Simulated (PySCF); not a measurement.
**Ge (germanium, neutral) across methods**

[Ar] 3d10 4s1 4p2 4d1, one real determinant (an excited configuration). All numbers are calculated (PySCF 2.14, scalar relativity by spin-free X2C-1e, in aug-cc-pVQZ-DK (8s7p5d3f2g, 93 functions)). The B2PLYP total includes its PT2 part (frozen core); its orbital energies are those of the SCF part.

| method | E (hartree) | mean ε 4s α (eV) | mean ε 4p α (eV) | mean ε 4d α (eV) | Σ⟨r²⟩ (bohr²) | ⟨S²⟩ |
| --- | --- | --- | --- | --- | --- | --- |
| LDA | -2094.956 | -16.865 | -8.024 | -0.436 | 65.79 | 6.001 |
| PBE0 | -2098.009 | -18.421 | -9.193 | -0.789 | 67.16 | 6.001 |
| PBE | -2097.975 | -16.724 | -7.994 | -0.494 | 66.86 | 6.001 |
| LC-wPBE | -2098.014 | -21.803 | -11.967 | -1.704 | 67.13 | 6.001 |
| CAM-B3LYP | -2098.386 | -19.964 | -10.367 | -1.172 | 67.17 | 6.001 |
| UHF | -2096.65697 | -22.905 | -12.332 | -1.412 | 68.89 | 6.002 |
| B2PLYP | -2097.835 | -20.000 | -10.193 | -0.917 | 68.14 | 6.001 |
| BLYP | -2098.355 | -16.513 | -7.708 | -0.339 | 67.51 | 6.001 |
| r2SCAN | -2098.249 | -17.406 | -8.428 | -0.405 | 66.93 | 6.002 |

⟨L²⟩ = 7.97 against 12 for a pure F term, so this real determinant mixes terms. The outer electron is Rydberg-like, and this basis confines it to a smaller radius and binds it less than a complete one would.
